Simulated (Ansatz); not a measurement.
## Molecular dynamics of Cl2H2OSi

Input file:

```yaml
crystal:
  periodic: [false, false, false]
  atoms:
    - { symbol: Si, position_ang: [0.104396, -0.79551, 0.091266] }
    - { symbol: Cl, position_ang: [1.752938, -1.132192, -1.126549] }
    - { symbol: Cl, position_ang: [-1.527745, -0.732084, -1.216056] }
    - { symbol: H, position_ang: [-0.056928, 0.093847, 1.464119] }
    - { symbol: O, position_ang: [0.231671, 0.99141, 0.545178] }
    - { symbol: H, position_ang: [-0.50433, 1.574428, 0.24214] }
basis:
  gaussian: { orbitals: def2-SVPD }
hamiltonian:
  xc: lda
md:
  timestep: 0.5
  n_steps: 200
  ensemble: nve
  temperature: 100.0
  initial_velocities: maxwell_boltzmann
  seed: 6562
```

Command:

```bash
$ ansatz run input.yaml --threads 2 --pin off --max-ram 3072MiB --backend cpu --events-out ev --progress --plain --runs-dir out
```

It starts at the highest image of a converged band. Of that band: Neighbouring images differ by up to 1.2 eV, so the band resolves the path poorly. A vibrational analysis at the climbing image gives one clearly imaginary mode, 1313i cm⁻¹: a first-order saddle point.

Output, in part (one step line in 3, the closing report, with atoms numbered from 0):

```
md step     0: t =     0.00 fs  T =   100.0 K  F+E_penalty+E_count = -34865.21618642 eV  E_kin = 0.051704 eV  conserved = -34865.16448242 eV  (28 SCF iters)
md step     3: t =     1.50 fs  T =    79.5 K  F+E_penalty+E_count = -34865.20531129 eV  E_kin = 0.041112 eV  conserved = -34865.16419893 eV  (32 SCF iters)
md step     6: t =     3.00 fs  T =    71.2 K  F+E_penalty+E_count = -34865.20092021 eV  E_kin = 0.036791 eV  conserved = -34865.16412946 eV  (32 SCF iters)
md step     9: t =     4.50 fs  T =    90.8 K  F+E_penalty+E_count = -34865.21133269 eV  E_kin = 0.046927 eV  conserved = -34865.16440554 eV  (32 SCF iters)
md step    12: t =     6.00 fs  T =    86.4 K  F+E_penalty+E_count = -34865.20888453 eV  E_kin = 0.044681 eV  conserved = -34865.16420368 eV  (32 SCF iters)
md step    15: t =     7.50 fs  T =   103.1 K  F+E_penalty+E_count = -34865.21733613 eV  E_kin = 0.053330 eV  conserved = -34865.16400642 eV  (32 SCF iters)
md step    18: t =     9.00 fs  T =   181.4 K  F+E_penalty+E_count = -34865.25807162 eV  E_kin = 0.093816 eV  conserved = -34865.16425588 eV  (32 SCF iters)
md step    21: t =    10.50 fs  T =   283.0 K  F+E_penalty+E_count = -34865.31030304 eV  E_kin = 0.146339 eV  conserved = -34865.16396368 eV  (31 SCF iters)
md step    24: t =    12.00 fs  T =   466.5 K  F+E_penalty+E_count = -34865.40519806 eV  E_kin = 0.241193 eV  conserved = -34865.16400461 eV  (31 SCF iters)
md step    27: t =    13.50 fs  T =   720.0 K  F+E_penalty+E_count = -34865.53729050 eV  E_kin = 0.372260 eV  conserved = -34865.16503073 eV  (31 SCF iters)
md step    30: t =    15.00 fs  T =   874.6 K  F+E_penalty+E_count = -34865.61666448 eV  E_kin = 0.452224 eV  conserved = -34865.16444087 eV  (31 SCF iters)
md step    33: t =    16.50 fs  T =  1075.5 K  F+E_penalty+E_count = -34865.72036532 eV  E_kin = 0.556082 eV  conserved = -34865.16428303 eV  (31 SCF iters)
md step    36: t =    18.00 fs  T =  1313.0 K  F+E_penalty+E_count = -34865.84493690 eV  E_kin = 0.678869 eV  conserved = -34865.16606749 eV  (30 SCF iters)
md step    39: t =    19.50 fs  T =  1279.6 K  F+E_penalty+E_count = -34865.82628543 eV  E_kin = 0.661616 eV  conserved = -34865.16466986 eV  (30 SCF iters)
md step    42: t =    21.00 fs  T =  1272.9 K  F+E_penalty+E_count = -34865.82182580 eV  E_kin = 0.658116 eV  conserved = -34865.16370983 eV  (31 SCF iters)
md step    45: t =    22.50 fs  T =  1520.7 K  F+E_penalty+E_count = -34865.95133349 eV  E_kin = 0.786251 eV  conserved = -34865.16508241 eV  (31 SCF iters)
md step    48: t =    24.00 fs  T =  1690.8 K  F+E_penalty+E_count = -34866.04030906 eV  E_kin = 0.874202 eV  conserved = -34865.16610670 eV  (31 SCF iters)
md step    51: t =    25.50 fs  T =  1624.1 K  F+E_penalty+E_count = -34866.00291817 eV  E_kin = 0.839736 eV  conserved = -34865.16318169 eV  (31 SCF iters)
md step    54: t =    27.00 fs  T =  1766.6 K  F+E_penalty+E_count = -34866.07909026 eV  E_kin = 0.913393 eV  conserved = -34865.16569761 eV  (30 SCF iters)
md step    57: t =    28.50 fs  T =  1741.1 K  F+E_penalty+E_count = -34866.06547863 eV  E_kin = 0.900242 eV  conserved = -34865.16523647 eV  (29 SCF iters)
md step    60: t =    30.00 fs  T =  1596.3 K  F+E_penalty+E_count = -34865.98902158 eV  E_kin = 0.825326 eV  conserved = -34865.16369550 eV  (30 SCF iters)
md step    63: t =    31.50 fs  T =  1683.8 K  F+E_penalty+E_count = -34866.03519851 eV  E_kin = 0.870612 eV  conserved = -34865.16458630 eV  (30 SCF iters)
md step    66: t =    33.00 fs  T =  1786.7 K  F+E_penalty+E_count = -34866.09002790 eV  E_kin = 0.923806 eV  conserved = -34865.16622146 eV  (30 SCF iters)
md step    69: t =    34.50 fs  T =  1630.2 K  F+E_penalty+E_count = -34866.00630325 eV  E_kin = 0.842863 eV  conserved = -34865.16344023 eV  (30 SCF iters)
md step    72: t =    36.00 fs  T =  1656.7 K  F+E_penalty+E_count = -34866.02187784 eV  E_kin = 0.856562 eV  conserved = -34865.16531543 eV  (31 SCF iters)
md step    75: t =    37.50 fs  T =  1595.1 K  F+E_penalty+E_count = -34865.99021887 eV  E_kin = 0.824724 eV  conserved = -34865.16549509 eV  (31 SCF iters)
md step    78: t =    39.00 fs  T =  1367.7 K  F+E_penalty+E_count = -34865.87099237 eV  E_kin = 0.707137 eV  conserved = -34865.16385509 eV  (31 SCF iters)
md step    81: t =    40.50 fs  T =  1337.3 K  F+E_penalty+E_count = -34865.85573847 eV  E_kin = 0.691454 eV  conserved = -34865.16428466 eV  (32 SCF iters)
md step    84: t =    42.00 fs  T =  1396.7 K  F+E_penalty+E_count = -34865.88821602 eV  E_kin = 0.722157 eV  conserved = -34865.16605924 eV  (32 SCF iters)
md step    87: t =    43.50 fs  T =  1227.1 K  F+E_penalty+E_count = -34865.79825233 eV  E_kin = 0.634439 eV  conserved = -34865.16381333 eV  (31 SCF iters)
md step    90: t =    45.00 fs  T =  1203.4 K  F+E_penalty+E_count = -34865.78698637 eV  E_kin = 0.622205 eV  conserved = -34865.16478177 eV  (31 SCF iters)
md step    93: t =    46.50 fs  T =  1193.9 K  F+E_penalty+E_count = -34865.78296022 eV  E_kin = 0.617313 eV  conserved = -34865.16564765 eV  (30 SCF iters)
md step    96: t =    48.00 fs  T =  1004.4 K  F+E_penalty+E_count = -34865.68340698 eV  E_kin = 0.519330 eV  conserved = -34865.16407703 eV  (30 SCF iters)
md step    99: t =    49.50 fs  T =   967.8 K  F+E_penalty+E_count = -34865.66442613 eV  E_kin = 0.500393 eV  conserved = -34865.16403323 eV  (31 SCF iters)
md step   102: t =    51.00 fs  T =  1082.3 K  F+E_penalty+E_count = -34865.72546506 eV  E_kin = 0.559616 eV  conserved = -34865.16584878 eV  (31 SCF iters)
md step   105: t =    52.50 fs  T =   994.5 K  F+E_penalty+E_count = -34865.67859223 eV  E_kin = 0.514216 eV  conserved = -34865.16437620 eV  (31 SCF iters)
md step   108: t =    54.00 fs  T =   950.9 K  F+E_penalty+E_count = -34865.65602775 eV  E_kin = 0.491631 eV  conserved = -34865.16439647 eV  (31 SCF iters)
md step   111: t =    55.50 fs  T =   977.2 K  F+E_penalty+E_count = -34865.67072974 eV  E_kin = 0.505263 eV  conserved = -34865.16546683 eV  (31 SCF iters)
md step   114: t =    57.00 fs  T =   855.4 K  F+E_penalty+E_count = -34865.60660562 eV  E_kin = 0.442278 eV  conserved = -34865.16432725 eV  (32 SCF iters)
md step   117: t =    58.50 fs  T =   820.7 K  F+E_penalty+E_count = -34865.58828615 eV  E_kin = 0.424355 eV  conserved = -34865.16393112 eV  (32 SCF iters)
md step   120: t =    60.00 fs  T =   947.1 K  F+E_penalty+E_count = -34865.65516623 eV  E_kin = 0.489698 eV  conserved = -34865.16546799 eV  (32 SCF iters)
md step   123: t =    61.50 fs  T =   940.7 K  F+E_penalty+E_count = -34865.65104296 eV  E_kin = 0.486397 eV  conserved = -34865.16464564 eV  (31 SCF iters)
md step   126: t =    63.00 fs  T =   948.0 K  F+E_penalty+E_count = -34865.65453515 eV  E_kin = 0.490131 eV  conserved = -34865.16440404 eV  (32 SCF iters)
md step   129: t =    64.50 fs  T =  1044.0 K  F+E_penalty+E_count = -34865.70494170 eV  E_kin = 0.539764 eV  conserved = -34865.16517769 eV  (31 SCF iters)
md step   132: t =    66.00 fs  T =  1043.5 K  F+E_penalty+E_count = -34865.70431430 eV  E_kin = 0.539533 eV  conserved = -34865.16478103 eV  (32 SCF iters)
md step   135: t =    67.50 fs  T =  1030.3 K  F+E_penalty+E_count = -34865.69686628 eV  E_kin = 0.532703 eV  conserved = -34865.16416358 eV  (33 SCF iters)
md step   138: t =    69.00 fs  T =  1117.1 K  F+E_penalty+E_count = -34865.74270111 eV  E_kin = 0.577578 eV  conserved = -34865.16512265 eV  (32 SCF iters)
md step   141: t =    70.50 fs  T =  1140.6 K  F+E_penalty+E_count = -34865.75444451 eV  E_kin = 0.589757 eV  conserved = -34865.16468747 eV  (31 SCF iters)
md step   144: t =    72.00 fs  T =  1152.7 K  F+E_penalty+E_count = -34865.76109317 eV  E_kin = 0.596010 eV  conserved = -34865.16508277 eV  (32 SCF iters)
md step   147: t =    73.50 fs  T =  1132.7 K  F+E_penalty+E_count = -34865.75035903 eV  E_kin = 0.585647 eV  conserved = -34865.16471170 eV  (31 SCF iters)
md step   150: t =    75.00 fs  T =  1092.1 K  F+E_penalty+E_count = -34865.72976502 eV  E_kin = 0.564651 eV  conserved = -34865.16511398 eV  (31 SCF iters)
md step   153: t =    76.50 fs  T =  1002.7 K  F+E_penalty+E_count = -34865.68284760 eV  E_kin = 0.518430 eV  conserved = -34865.16441777 eV  (31 SCF iters)
md step   156: t =    78.00 fs  T =   972.7 K  F+E_penalty+E_count = -34865.66761326 eV  E_kin = 0.502902 eV  conserved = -34865.16471159 eV  (31 SCF iters)
md step   159: t =    79.50 fs  T =   956.9 K  F+E_penalty+E_count = -34865.65957259 eV  E_kin = 0.494741 eV  conserved = -34865.16483195 eV  (31 SCF iters)
md step   162: t =    81.00 fs  T =   891.5 K  F+E_penalty+E_count = -34865.62601703 eV  E_kin = 0.460915 eV  conserved = -34865.16510153 eV  (31 SCF iters)
md step   165: t =    82.50 fs  T =   780.6 K  F+E_penalty+E_count = -34865.56775297 eV  E_kin = 0.403604 eV  conserved = -34865.16414924 eV  (31 SCF iters)
md step   168: t =    84.00 fs  T =   760.0 K  F+E_penalty+E_count = -34865.55817792 eV  E_kin = 0.392952 eV  conserved = -34865.16522631 eV  (31 SCF iters)
md step   171: t =    85.50 fs  T =   689.4 K  F+E_penalty+E_count = -34865.52092455 eV  E_kin = 0.356463 eV  conserved = -34865.16446174 eV  (31 SCF iters)
md step   174: t =    87.00 fs  T =   682.0 K  F+E_penalty+E_count = -34865.51707632 eV  E_kin = 0.352633 eV  conserved = -34865.16444335 eV  (29 SCF iters)
md step   177: t =    88.50 fs  T =   769.1 K  F+E_penalty+E_count = -34865.56239388 eV  E_kin = 0.397670 eV  conserved = -34865.16472412 eV  (31 SCF iters)
md step   180: t =    90.00 fs  T =   862.1 K  F+E_penalty+E_count = -34865.61103334 eV  E_kin = 0.445723 eV  conserved = -34865.16531069 eV  (30 SCF iters)
md step   183: t =    91.50 fs  T =   870.8 K  F+E_penalty+E_count = -34865.61446075 eV  E_kin = 0.450264 eV  conserved = -34865.16419681 eV  (29 SCF iters)
md step   186: t =    93.00 fs  T =   932.5 K  F+E_penalty+E_count = -34865.64747313 eV  E_kin = 0.482119 eV  conserved = -34865.16535438 eV  (30 SCF iters)
md step   189: t =    94.50 fs  T =   900.1 K  F+E_penalty+E_count = -34865.63006558 eV  E_kin = 0.465378 eV  conserved = -34865.16468776 eV  (30 SCF iters)
md step   192: t =    96.00 fs  T =   873.2 K  F+E_penalty+E_count = -34865.61576232 eV  E_kin = 0.451503 eV  conserved = -34865.16425982 eV  (31 SCF iters)
md step   195: t =    97.50 fs  T =   967.4 K  F+E_penalty+E_count = -34865.66500428 eV  E_kin = 0.500178 eV  conserved = -34865.16482608 eV  (31 SCF iters)
md step   198: t =    99.00 fs  T =  1019.4 K  F+E_penalty+E_count = -34865.69290642 eV  E_kin = 0.527087 eV  conserved = -34865.16581934 eV  (30 SCF iters)
md step   200: t =   100.00 fs  T =   939.8 K  F+E_penalty+E_count = -34865.65017805 eV  E_kin = 0.485921 eV  conserved = -34865.16425663 eV  (29 SCF iters)
Total energy: -34865.65022236 eV, -1281.2890128854 hartree
Atom 0 at     0.044875    -1.513571     0.117072 Å, force    -0.188221     0.729203    -0.190889 eV/Å
Atom 1 at     1.674501    -0.942843    -1.068105 Å, force     0.534058    -0.156030    -0.065378 eV/Å
Atom 2 at    -1.391568    -0.594845    -1.144521 Å, force    -0.476222    -0.376225    -0.024819 eV/Å
Atom 3 at     0.615708     1.698990    -0.485143 Å, force     0.143418    -0.058316    -0.282529 eV/Å
Atom 4 at     0.176140     1.413197     0.329008 Å, force     2.527902    -1.224920     0.597539 eV/Å
Atom 5 at    -0.667832     1.795737     0.332262 Å, force    -2.540935     1.086288    -0.033923 eV/Å
Dipole moment:    -0.110376     0.193331     0.057353 e Å
```

All steps were run. The conserved energy stayed within 0.31 meV per atom of its start (net change 0.038 meV per atom), so the integration is sound. The kinetic energy rose, since the run started high on the potential surface and went downhill. It ends in pieces (Cl2Si + H2O), so much of that is their flight and rotation, not heat. A run of 0.1 ps of so small a system gives no equilibrium averages. The orbitals stay closed-shell, which can raise the energy where a bond breaks towards radicals; this wasn't checked here.

Between its relaxed ends the band would form Si1–H4 and break H4–O5. These pairs go: Si1–H4 1.64 → 3.32 Å, H4–O5 1.32 → 0.97 Å. In the last frame they stand as before the step (other bonds may differ from the relaxed reactants and products). Also parted: Si1–O5 1.85 → 2.94 Å. It ends as Cl2Si + H2O. Pairs count as bonded within 1.25 times the sum of covalent radii (0.12 Å more for H–H).

Last frame:

```xyz
6
Properties=species:S:1:pos:R:3
Si 0.045 -1.514 0.117
Cl 1.675 -0.943 -1.068
Cl -1.392 -0.595 -1.145
H 0.616 1.699 -0.485
O 0.176 1.413 0.329
H -0.668 1.796 0.332
```

The run took 2.1 min on 2 threads of Intel(R) Xeon(R) 6975P-C (Granite Rapids) (shared host), peak memory 0.17 GiB.
